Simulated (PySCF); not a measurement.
Species: C6H6ClSi (doublet state).
Structure used (GFN2-xTB), in Å, numbered top down from 1:
```
atom  x, y, z in Å
Si1    2.596   -0.223   -0.148
C2     0.771   -0.087   -0.040
C3    -0.047   -1.227    0.097
C4    -1.416   -1.124    0.172
C5    -2.036    0.119    0.113
C6    -1.263    1.265   -0.022
C7     0.107    1.150   -0.095
Cl8    1.071    2.583   -0.258
H9     3.506    0.888   -0.284
H10    3.139   -1.567   -0.081
H11    0.425   -2.198    0.147
H12   -2.018   -2.016    0.277
H13   -3.110    0.198    0.172
H14   -1.726    2.239   -0.070
```

The hyperfine couplings belong to this conformer and change with its torsions.

Identity: `[SiH2]c1ccccc1Cl` [radical].

Method used: UKS B3LYP, pcH-1 on C Cl H Si, non-relativistic, mean-field spin-orbit, GIAO (PySCF). Geometry: GFN2-xTB; no solvent, vibrations or thermal averaging. A GFN2-xTB geometry isn't a minimum of the functional, and hyperfine couplings can be far from their values at a DFT geometry, by a factor of two or more for some ions and for spin on atoms past the first row. The SCF solution wasn't tested for stability.

**Question.** What are g_iso and the isotropic 29Si coupling of Si1?

**Answer.** g_iso = 2.00363 and a = -133.53 MHz, or -4.762 mT (Mulliken spin population +0.97). 29Si makes up about 4.7 % of the natural element, so this concerns labelled samples or satellites.

**Question.** For one electron spin and this one nucleus (I = 1/2, g_N = -1.1106), compare first-order, second-order and exact resonance fields at 9.777 GHz.

**Answer.** B0 = hν/(g μB) = 348.639 mT and a/B0 = -0.0137. B(1) = B0 − a·mI, B(2) = B(1) − a²[I(I+1) − mI²]/(2B0); the exact values solve the Breit–Rabi equation, nuclear Zeeman term included.

```csv
mI,first order (mT),second order (mT),exact (mT),exact − first order
−1/2,346.258,346.242,346.241,-0.016
+1/2,351.020,351.003,351.003,-0.016
```

**Question.** What levels remain at zero field?

**Answer.** F = I ± 1/2 = 1 and 0, at a·I/2 = -33.4 MHz and −a(I+1)/2 = +100.2 MHz, that is |a|(I + 1/2) = 133.5 MHz apart; F = 1 lies lower.

Other couplings of abundant isotopes, left aside here: 2 × 1H 49 MHz, 1 × 1H 9 MHz, 1 × 1H 8 MHz, 1 × 1H 3 MHz, 1 × 1H 3 MHz.

Class means assume fast exchange of nuclei equivalent by connectivity; if that motion is slow, each nucleus keeps its own coupling.
